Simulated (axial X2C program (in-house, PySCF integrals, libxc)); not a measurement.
Correcting the dissociation energy of BaS⁺ for spin–orbit coupling

A spin-free CCSD(T) curve (one-electron X2C) was computed with an in-house all-electron X2C program for linear molecules (integrals from PySCF), basis Ba dyall-cv3z [14s14p9d5f1g], S dyall-av3z [9s8p3d2f] (cores contracted in-house), for the state M_S = 1/2, Λ = 1 (beyond evenly filled blocks: π+α, π+β, π-α). It gives D0 = 2.901 eV to Ba+ + S, which in a spin-free picture are the weighted means of the ground terms.

Correlated methods: 15 electrons correlated (number of frozen shells: Ba 4 s, 3 p, 2 d; S 2 s, 1 p), 295 virtual spin orbitals or spinors in MP2, 90 natural virtuals in coupled cluster.

Measured levels of the ground terms (NIST Handbook of Basic Atomic Spectroscopic Data), in cm⁻¹: Ba+ 2S: J = 1/2 at 0; S 3P: J = 2 at 0, J = 1 at 396.1, J = 0 at 573.6.

The two components of the molecular doublet are 405 cm⁻¹ apart in the PBE0 2c search (Ω = 3/2 lower), so the lower one lies 202 cm⁻¹ under their mean.

How far does each ground level lie under the (2J+1)-weighted mean of its term?

Ba+: a single level, 0; S: (5 × 0 + 3 × 396.1 + 1 × 573.6)/9 = 196 cm⁻¹.

Correct D0.

D0 = 2.901 + (202 − 196)/8065.5 = 2.902 eV at CCSD(T) with these spin–orbit terms. The direct two-component run gives 2.905 eV; the difference holds second-order terms in the molecule, scalar two-electron terms, the gap between measured and computed atomic splittings (a 2c atom can miss part of its lowering) and, in coupled cluster, the truncation of each run.

Second-order spin–orbit effects in the molecule, which grow quickly with Z, are left out. One determinant describes the state; a PBE0 search over occupations chose it and may have missed a lower one. Dissociation energies refer to the lowest single-determinant-based atoms at the same level and basis. Coupled cluster ran in a truncated set of natural virtual spinors; the MP2 energy of the rest was added. (T) has no such correction and the atoms are truncated less, which lowers De at CCSD(T) by a hundredth of an eV or more. PBE0 can misorder states that lie within some tenths of an eV, so this need not be the ground state of the molecule. The nearest other spin-free determinant of the search, M_S = 1/2, Λ = 0, lies 0.27 eV up at the distance of the search.
